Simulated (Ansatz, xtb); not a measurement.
## A geometry optimisation of CH2BrClSi with r2SCAN-D4/def2-SVP

The starting geometry of this gas-phase triplet was built from a drawn formula by distance geometry and a force field; its bonds are those of `[SiH][C@H](Cl)Br`.

```xyz
6

C    -0.0809   -0.8489   -0.9921
Br    1.0774   -1.9506   -2.0008
Cl    0.6557    0.7157   -0.6366
Si   -1.6331   -0.6371   -1.8705
H    -1.4913    0.0418   -3.1879
H    -0.1858   -1.3687   -0.0120
```

Task: Predict what it relaxes into with r2SCAN-D4/def2-SVP.

Result: It keeps its bonds, and is `[SiH][C@H](Cl)Br`.

The energy falls by 0.22 eV over 12 steps:

```
step  E − E(last) (eV)
   1             0.221
   2             0.042
   3             0.002
   5             0.000
   6             0.000
   7             0.000
   8             0.000
  10             0.000
  11             0.000
  12             0.000
```

Final geometry (Å):

```xyz
6

C    -0.0634   -0.8293   -0.9474
Br    1.1345   -1.9619   -2.0388
Cl    0.7435    0.7228   -0.5343
Si   -1.6989   -0.5637   -1.8901
H    -1.5730   -0.0360   -3.2819
H    -0.2008   -1.3796   -0.0075
```

From the same start GFN2-xTB ends elsewhere, differing in C1–Br2 (3.38 against 1.98 Å here), Br2–Si4 (2.25 against 3.16 Å here).

The end wasn't checked by frequencies. Open shells are spin-unrestricted. The triplet needn't be the ground state. Run with Ansatz 0.2.0, 36 s on 2 threads of Intel(R) Xeon(R) 6975P-C (Granite Rapids), with other jobs on the host.
